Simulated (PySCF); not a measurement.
Compound: C5H4F2.
SMILES: `FC1=C[C@H](F)C=C1`

Level of theory: PySCF 2.14.0, density-fitted response routines, TDDFT PBE0/def2-SVPD, vertical, gas phase, core orbitals frozen in the response. Geometry: GFN2-xTB; no solvent, vibrations or thermal averaging.

Broadening: Gaussians 0.5 eV wide at half height, area fixed by f = 4.319×10⁻⁹ ∫ε dν̃. The width is an assumption, not a result. The curve ends short of the highest state used, and states not computed would add to its high-energy end.

```
λ (nm)  ε (L mol⁻¹ cm⁻¹)
 175.6              2042
 178.5              1874
 181.4              1870
 184.2              2044
 187.1              2273
 190.0              2313
 192.8              2045
 195.7              1525
 198.6               962
 201.4               529
 204.3               246
 207.2                99
 210.1                35
 212.9                12
 215.8                 3
 218.7                 1
 221.5                 0
 224.4                 0
 227.3                 0
 230.1                 0
 233.0                 1
 235.9                 2
 238.7                 7
 241.6                18
 244.5                43
 247.3                89
 250.2               173
 253.1               307
 255.9               496
 258.8               756
 261.7              1070
 264.6              1415
 267.4              1744
 270.3              2042
 273.2              2260
 276.0              2369
 278.9              2369
 281.8              2260
 284.6              2071
 287.5              1817
 290.4              1533
 293.2              1257
 296.1               989
 299.0               753
 301.8               563
 304.7               405
 307.6               283
 310.4               196
 313.3               131
 316.2                85
 319.0                56
 321.9                35
 324.8                21
 327.7                13
 330.5                 8
 333.4                 5
```

(1) Where are the band maxima, and which computed states make them?

(2) On this curve, what absorbance would a 10⁻⁴ mol/L sample give at 266 nm over a 1 cm path?

(3) Coming from long wavelengths, where does ε first pass 100 L mol⁻¹ cm⁻¹?

## Answers

(1) 277 nm (4.47 eV), ε about 2400, made up of S1 (100%); 189 nm (6.56 eV), ε about 2300, made up of S2 (83%) (ε in L mol⁻¹ cm⁻¹; maxima over ε = 5, shares over 10%). At its high-energy end, 7.06 eV, the curve is still rising (ε about 2000, from S5, S6 and S7). The states used: S1 4.47 eV (f 0.044); S2 6.50 eV (f 0.037); S3 6.71 eV (f 0.0032); S4 6.81 eV (f 0.0069); S5 7.03 eV (f 0.018); S6 7.21 eV (f 0.0089); S7 7.43 eV (f 0.034); S8 7.66 eV (f 0.0036).

(2) 266 nm is 4.661 eV, where ε is about 1600 L mol⁻¹ cm⁻¹, so A = ε c l ≈ 0.16 (Beer–Lambert, with the gas-phase spectrum and the assumed width).

(3) At about 315 nm (3.94 eV), 0.53 eV below S1.

The run took 16 s wall on an x86-64 server with one thread, no GPU, shared host.
